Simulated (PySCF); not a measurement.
Molecule: C₃H₃N₂, charge 0, multiplicity 2. It need not be the lowest isomer of its formula. SMILES: [c]1ccn[nH]1
Geometry: optimised at B3LYP-D3(BJ)/def2-TZVP (Ansatz).

Dispersion corrections to the total energy (kcal/mol) from the dftd3 and dftd4 libraries through PySCF: D3(BJ) without and D4 with the three-body term, each with the damping fitted for the functional named.

```tsv
functional	D3(BJ)	D4
LC-wPBE	-3.35	-4.13
BP86	___	-4.77
B3LYP	-6.51	___
CAM-B3LYP	-2.71	-3.03
B2PLYP	-2.91	-2.58
revPBE	-10.03	-13.86
PW6B95	___	-3.40
```

**Question.** Some entries are withheld; supply them.

**Answer.** 
- BP86, D3(BJ): -5.70
- B3LYP, D4: -6.04
- PW6B95, D3(BJ): -1.69
